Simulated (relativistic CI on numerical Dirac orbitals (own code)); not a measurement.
These numbers are calculated, not measured: Dirac-Coulomb-Breit CI, orbitals from a KLI potential per configuration, model QED (radiative potential, 1s self-energy scaled to tabulated hydrogen-like ionisation energies), valence Slater integrals scaled by 0.9, configuration energies shifted to the measured levels that pair with them (semi-empirical) (own radial code, finite nucleus).

Configuration list (outside the closed core 1s2): 2s2, 2s.2p, 2p2, 2s.3s, 2s.3p, 2s.3d, 2p.3s, 2p.3p, 2p.3d, 2s.4s, 2s.5s, 2s.5p, 2p.4s, 2p.4p, 2p.4d, 2s.7d, 2s.8d, 2p.5p, 2p.5d, 2p.6p, 2p.6d, 2s.4p, 2s.4d, 2s.4f, 3s2, 3s.3p, 3p2. Levels of other configurations are missing.

Configurations whose levels could be paired with our table of measured levels were shifted onto them, all but the ground configuration, by the median error of their levels; single terms can still be off by 1,000 to 2,000 cm⁻¹ or more, and rates follow the energies as ν³ (E1, M1) or ν⁵ (E2). The others borrow a shift and can be off by several thousand cm⁻¹ or more. 59 of the 59 excited levels that our extract of the measured tables holds in this range could be paired (the sources list more); they are missed by 439 cm⁻¹ on average and 5753 at most, after the shifts were fitted to these levels, and levels without a partner can miss by more.

Outline of the computed level scheme of F VI. Lowest level of each configuration: 2s2 1S_0 at 0.000 eV; 2s.2p 3P°_0 at 11.979 eV; 2p2 3P_0 at 31.164 eV; 2s.3s 3S_1 at 92.740 eV; 2s.3p 1P°_1 at 97.842 eV; 2s.3d 3D_1 at 100.624 eV; 2p.3s 3P°_0 at 108.010 eV; 2p.3p 1P_1 at 111.049 eV; 2p.3d 3F°_2 at 114.256 eV.

Some strong electric-dipole decays among the lowest 45 levels: 2p.3d 1F°_3 → 2p2 1D_2 (1.8e+11 s⁻¹); 2p.3d 3D°_3 → 2p2 3P_2 (1.7e+11 s⁻¹); 2s.3d 3D_3 → 2s.2p 3P°_2 (1.4e+11 s⁻¹); 2p.3d 3D°_2 → 2p2 3P_1 (1.3e+11 s⁻¹); 2s.3d 3D_2 → 2s.2p 3P°_1 (1.0e+11 s⁻¹); 2p.3d 3D°_1 → 2p2 3P_0 (9.8e+10 s⁻¹); 2s.3d 1D_2 → 2s.2p 1P°_1 (9.0e+10 s⁻¹); 2p.3d 3P°_0 → 2p2 3P_1 (9.0e+10 s⁻¹).
